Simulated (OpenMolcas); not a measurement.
**W4+: moving or changing the point charges**

W4+ among 6 point charges of -1.5 e arranged as a tetragonal octahedron (D4h), 1.83 Å from the ion, with the axial distance 1.903 Å.
```
   1.8300    0.0000    0.0000  -1.50
   0.0000    1.8300    0.0000  -1.50
  -1.8300    0.0000    0.0000  -1.50
   0.0000   -1.8300    0.0000  -1.50
   0.0000    0.0000    1.9032  -1.50
   0.0000    0.0000   -1.9032  -1.50
```

```yaml
Program: OpenMolcas
Method: "SS-CASPT2, IPEA 0.25 Eh, imaginary shift 0.1 Eh (closed shells correlated: 4f 5s 5p)"
Basis: ANO-RCC-VDZP [7s6p4d2f1g]
Scalar_Hamiltonian: DKH2, point nucleus
Active_space: 2 electrons in 5 orbitals (5d)
State_averaging: 2S+1 = 3 even, 10 roots; 2S+1 = 1 even, 15 roots
Spin-orbit_coupling: RASSI with atomic mean-field integrals over the reference wave functions
```

Runs around this geometry, states (labels of D4, the rotations of D4h). Energies in cm-1 above the lowest state or level, χT in cm3 K/mol.

```json
{"R (Å)": "1.83", "q (e)": "-1.2", "Ground state": "3A2", "First state of that spin": "3E 890", "First gap with spin-orbit (degeneracies)": "510 (1, 1)", "χT at 300 K": "0.047", "First state of another spin": "1B2 9600"}
{"R (Å)": "1.83", "q (e)": "-1.5", "Ground state": "3A2", "First state of that spin": "3E 1190", "First gap with spin-orbit (degeneracies)": "690 (1, 1)", "χT at 300 K": "0.044", "First state of another spin": "1B2 9410"}
{"R (Å)": "1.98", "q (e)": "-1.5", "Ground state": "3A2", "First state of that spin": "3E 950", "First gap with spin-orbit (degeneracies)": "540 (1, 1)", "χT at 300 K": "0.049", "First state of another spin": "1B2 9610"}
```

Taking the first state of the same spin as R^-n, n = -ln(950 / 1190) / ln(1.98 / 1.83) = 2.9 between the shortest and longest distance.

Scaling the charges by -1.2 / -1.5 = 0.80 scales the first state of the same spin by 890 / 1190 = 0.75; with fixed orbitals a first-order splitting would follow the charge.

Over all roots computed the reference weight is 0.80 to 0.93 in R = 1.83 in q = -1.5; the roots of lowest weight are the least certain, and an intruder state may touch them. Free-ion shares, where given, are those of the reference states; single-state CASPT2 does not remix them. Spin-orbit coupling mixes the spin-free states strongly: the lowest level takes only 60 % from its leading state, 3A2 (figures for R = 1.83, q = -1.2; the like holds for R = 1.83, q = -1.5, R = 1.98, q = -1.5). This is an electrostatic model: the charges have no orbitals. No measured value stands beside these numbers.
